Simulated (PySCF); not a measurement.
CH₆OSeSi (SMILES CO[Se][SiH3]), singlet, geometry from GFN2-xTB; CASSCF(4,6)/STO-3G (PySCF).

Here is a job for PySCF.
```python
from pyscf import gto, scf, mcscf
import numpy

mol = gto.Mole()
mol.atom = '''
    Se    0.15499529   -0.06196398    0.76543791
    O     1.22024411    0.63793843   -0.56835193
    C     1.81056116   -0.26587093   -1.46323615
    H     1.06433921   -0.83458477   -2.02812906
    H     2.38837917    0.34806053   -2.15651221
    H     2.48527972   -0.96394560   -0.95916241
    Si   -1.80437019    0.00394628   -0.40595440
    H    -1.68819347   -0.83801658   -1.59797507
    H    -2.10135903    1.37795620   -0.79622403
    H    -2.78242257   -0.54622411    0.52270748
'''
mol.basis = 'sto-3g'
mol.verbose = 4
mol.build()

mf = scf.RHF(mol)
mf.kernel()
mc = mcscf.CASSCF(mf, 6, 4)
mc.fix_spin_(ss=0.0)
mc.kernel()
occ = numpy.linalg.eigvalsh(mc.fcisolver.make_rdm1(mc.ci, mc.ncas, mc.nelecas))[::-1]
ss = mc.fcisolver.spin_square(mc.ci, mc.ncas, mc.nelecas)[0]
print('natural occupations', occ.round(4), ' <S^2>', round(ss, 4))
```

Problem. Write the output that PySCF gives for this input, abridged.

Solution. 
```
PySCF version 2.14.0

[INPUT] verbose = 4
[INPUT] num. atoms = 10
[INPUT] num. electrons = 68
[INPUT] charge = 0
[INPUT] spin (= nelec alpha-beta = 2S) = 0
[INPUT] symmetry False subgroup None
[INPUT] Mole.unit = angstrom
[INPUT] Symbol           X                Y                Z      unit          X                Y                Z       unit  Magmom
[...]
nuclear repulsion = 354.452904840562
number of shells = 25
number of NR pGTOs = 129
number of NR cGTOs = 43
basis = sto-3g
ecp = {}

******** <class 'pyscf.scf.hf.RHF'> ********
method = RHF
initial guess = minao
damping factor = 0
level_shift factor = 0
DIIS = <class 'pyscf.scf.diis.CDIIS'>
diis_start_cycle = 1
diis_space = 8
diis_damp = 0
SCF conv_tol = 1e-09
SCF conv_tol_grad = None
SCF max_cycles = 50
direct_scf = True
direct_scf_tol = 1e-13
Set gradient conv threshold to 3.16228e-05
Initial guess from minao.
init E= -2770.39951894508
[...]
cycle= 1 E= -2773.79493276312  delta_E= -3.4  |g|= 0.451  |ddm|= 3.69
[...]
cycle= 2 E= -2773.8936301033  delta_E= -0.0987  |g|= 0.101  |ddm|= 0.956
[...]
cycle= 3 E= -2773.89767448477  delta_E= -0.00404  |g|= 0.0273  |ddm|= 0.174
[...]
cycle= 4 E= -2773.89805032615  delta_E= -0.000376  |g|= 0.00594  |ddm|= 0.0519
[...]
cycle= 5 E= -2773.89807535051  delta_E= -2.5e-05  |g|= 0.00168  |ddm|= 0.0151
[...]
cycle= 6 E= -2773.89807731712  delta_E= -1.97e-06  |g|= 0.000397  |ddm|= 0.00419
[...]
cycle= 7 E= -2773.89807745919  delta_E= -1.42e-07  |g|= 6.9e-05  |ddm|= 0.00133
[...]
cycle= 8 E= -2773.89807746321  delta_E= -4.02e-09  |g|= 1.42e-05  |ddm|= 0.00022
[...]
cycle= 9 E= -2773.8980774634  delta_E= -1.91e-10  |g|= 4.4e-06  |ddm|= 4.64e-05
[...]
Extra cycle  E= -2773.89807746342  delta_E= -1.86e-11  |g|= 2.21e-06  |ddm|= 1.07e-05
converged SCF energy = -2773.89807746342

******** <class 'pyscf.mcscf.mc1step.CASSCF'> ********
CAS (2e+2e, 6o), ncore = 32, nvir = 5
max_cycle_macro = 50
max_cycle_micro = 4
conv_tol = 1e-07
conv_tol_grad = None
orbital rotation max_stepsize = 0.02
orbital rotation threshold for CI restart = 0.01
augmented hessian ah_max_cycle = 30
augmented hessian ah_conv_tol = 1e-12
augmented hessian ah_linear dependence = 1e-14
augmented hessian ah_level shift = 1e-08
augmented hessian ah_start_tol = 2.5
augmented hessian ah_start_cycle = 3
augmented hessian ah_grad_trust_region = 3
kf_trust_region = 3
kf_interval = 4
ci_response_space = 4
ci_grad_trust_region = 3
with_dep4 0
natorb = False
canonicalization = True
sorting_mo_energy = False
ao2mo_level = 2
internal_rotation = False
******** <class 'pyscf.fci.addons.SpinPenaltyFCISolver'> ********
max. cycles = 50
conv_tol = 1e-08
davidson only = True
linear dependence = 1e-12
level shift = 0.001
max iter space = 12
nroots = 1
pspace_size = 400
spin = None
CASCI E = -2773.90378274522  S^2 = 0.0000000
Set conv_tol_grad to 0.000316228
macro iter   1 ( 21 JK    4 micro), CASSCF E = -2773.90922693200  dE = -5.44418678e-03  S^2 = 0.0000000
               |grad[o]|=0.008  |grad[c]|=0.0515  |ddm|=0.0824  |maxRot[o]|=0.305
macro iter   2 ( 21 JK    4 micro), CASSCF E = -2773.92199633655  dE = -1.27694045e-02  S^2 = 0.0000000
               |grad[o]|=0.0208  |grad[c]|=0.0545  |ddm|=0.057  |maxRot[o]|=0.308
macro iter   3 ( 21 JK    4 micro), CASSCF E = -2773.92768590058  dE = -5.68956403e-03  S^2 = 0.0000000
               |grad[o]|=0.0189  |grad[c]|=0.0323  |ddm|=0.0156  |maxRot[o]|=0.131
macro iter   4 ( 21 JK    4 micro), CASSCF E = -2773.93162064341  dE = -3.93474283e-03  S^2 = 0.0000000
               |grad[o]|=0.0108  |grad[c]|=0.019  |ddm|=0.00956  |maxRot[o]|=0.163
macro iter   5 ( 21 JK    4 micro), CASSCF E = -2773.93434400010  dE = -2.72335670e-03  S^2 = 0.0000000
               |grad[o]|=0.0107  |grad[c]|=0.0107  |ddm|=0.00746  |maxRot[o]|=0.143
macro iter   6 ( 21 JK    4 micro), CASSCF E = -2773.93475881246  dE = -4.14812356e-04  S^2 = 0.0000000
               |grad[o]|=0.00901  |grad[c]|=0.0126  |ddm|=0.00714  |maxRot[o]|=0.139
[...]
               |grad[o]|=0.00723  |grad[c]|=0.0106  |ddm|=0.00541  |maxRot[o]|=0.0217
macro iter  33 ( 21 JK    4 micro), CASSCF E = -2773.93518359957  dE = -3.60649892e-06  S^2 = 0.0000000
               |grad[o]|=0.00723  |grad[c]|=0.0106  |ddm|=0.00542  |maxRot[o]|=0.0224
macro iter  34 ( 21 JK    4 micro), CASSCF E = -2773.93518749153  dE = -3.89196384e-06  S^2 = 0.0000000
               |grad[o]|=0.00722  |grad[c]|=0.0106  |ddm|=0.00543  |maxRot[o]|=0.0231
macro iter  35 ( 21 JK    4 micro), CASSCF E = -2773.93519165218  dE = -4.16064404e-06  S^2 = 0.0000000
               |grad[o]|=0.00722  |grad[c]|=0.0106  |ddm|=0.00544  |maxRot[o]|=0.0236
macro iter  36 ( 21 JK    4 micro), CASSCF E = -2773.93519606070  dE = -4.40852546e-06  S^2 = 0.0000000
               |grad[o]|=0.00721  |grad[c]|=0.0106  |ddm|=0.00544  |maxRot[o]|=0.0241
macro iter  37 ( 21 JK    4 micro), CASSCF E = -2773.93520070093  dE = -4.64023015e-06  S^2 = 0.0000000
               |grad[o]|=0.00721  |grad[c]|=0.0106  |ddm|=0.00545  |maxRot[o]|=0.0246
macro iter  38 ( 21 JK    4 micro), CASSCF E = -2773.93520554960  dE = -4.84866723e-06  S^2 = 0.0000000
               |grad[o]|=0.0072  |grad[c]|=0.0106  |ddm|=0.00546  |maxRot[o]|=0.0249
macro iter  39 ( 21 JK    4 micro), CASSCF E = -2773.93521057485  dE = -5.02524836e-06  S^2 = 0.0000000
               |grad[o]|=0.00719  |grad[c]|=0.0106  |ddm|=0.00547  |maxRot[o]|=0.0251
macro iter  40 ( 21 JK    4 micro), CASSCF E = -2773.93521574202  dE = -5.16717182e-06  S^2 = 0.0000000
               |grad[o]|=0.00718  |grad[c]|=0.0107  |ddm|=0.00548  |maxRot[o]|=0.0253
macro iter  41 ( 21 JK    4 micro), CASSCF E = -2773.93522101169  dE = -5.26967187e-06  S^2 = 0.0000000
               |grad[o]|=0.00718  |grad[c]|=0.0107  |ddm|=0.00549  |maxRot[o]|=0.0253
macro iter  42 ( 21 JK    4 micro), CASSCF E = -2773.93522634366  dE = -5.33196908e-06  S^2 = 0.0000000
               |grad[o]|=0.00717  |grad[c]|=0.0107  |ddm|=0.00549  |maxRot[o]|=0.0253
macro iter  43 ( 21 JK    4 micro), CASSCF E = -2773.93523169594  dE = -5.35227491e-06  S^2 = 0.0000000
               |grad[o]|=0.00716  |grad[c]|=0.0107  |ddm|=0.0055  |maxRot[o]|=0.0251
macro iter  44 ( 21 JK    4 micro), CASSCF E = -2773.93523702740  dE = -5.33146795e-06  S^2 = 0.0000000
               |grad[o]|=0.00715  |grad[c]|=0.0107  |ddm|=0.00551  |maxRot[o]|=0.0249
macro iter  45 ( 21 JK    4 micro), CASSCF E = -2773.93524229807  dE = -5.27066686e-06  S^2 = 0.0000000
               |grad[o]|=0.00715  |grad[c]|=0.0107  |ddm|=0.00552  |maxRot[o]|=0.0246
macro iter  46 ( 21 JK    4 micro), CASSCF E = -2773.93524747095  dE = -5.17287390e-06  S^2 = 0.0000000
               |grad[o]|=0.00714  |grad[c]|=0.0108  |ddm|=0.00553  |maxRot[o]|=0.0242
macro iter  47 ( 21 JK    4 micro), CASSCF E = -2773.93525251236  dE = -5.04141553e-06  S^2 = 0.0000000
               |grad[o]|=0.00713  |grad[c]|=0.0108  |ddm|=0.00554  |maxRot[o]|=0.0237
macro iter  48 ( 21 JK    4 micro), CASSCF E = -2773.93525739298  dE = -4.88061778e-06  S^2 = 0.0000000
               |grad[o]|=0.00712  |grad[c]|=0.0108  |ddm|=0.00555  |maxRot[o]|=0.0231
macro iter  49 ( 21 JK    4 micro), CASSCF E = -2773.93526208799  dE = -4.69500992e-06  S^2 = 0.0000000
               |grad[o]|=0.00711  |grad[c]|=0.0108  |ddm|=0.00555  |maxRot[o]|=0.0225
macro iter  50 ( 21 JK    4 micro), CASSCF E = -2773.93526657733  dE = -4.48934406e-06  S^2 = 0.0000000
               |grad[o]|=0.00711  |grad[c]|=0.0108  |ddm|=0.00556  |maxRot[o]|=0.0219
1-step CASSCF not converged,  50 macro (1050 JK 200 micro) steps
CASSCF canonicalization
Density matrix diagonal elements [1.97370794e+00 1.94558089e+00 5.73504189e-02 2.27108369e-02
 1.05193533e-04 5.44729581e-04]
CASSCF energy = -2773.93526657733
CASCI E = -2773.93526657733  E(CI) = -3.91193977542389  S^2 = 0.0000000
natural occupations [1.9844e+00 1.9352e+00 6.5100e-02 1.4800e-02 4.0000e-04 1.0000e-04]  <S^2> 0.0
```

Convergence was not reached.
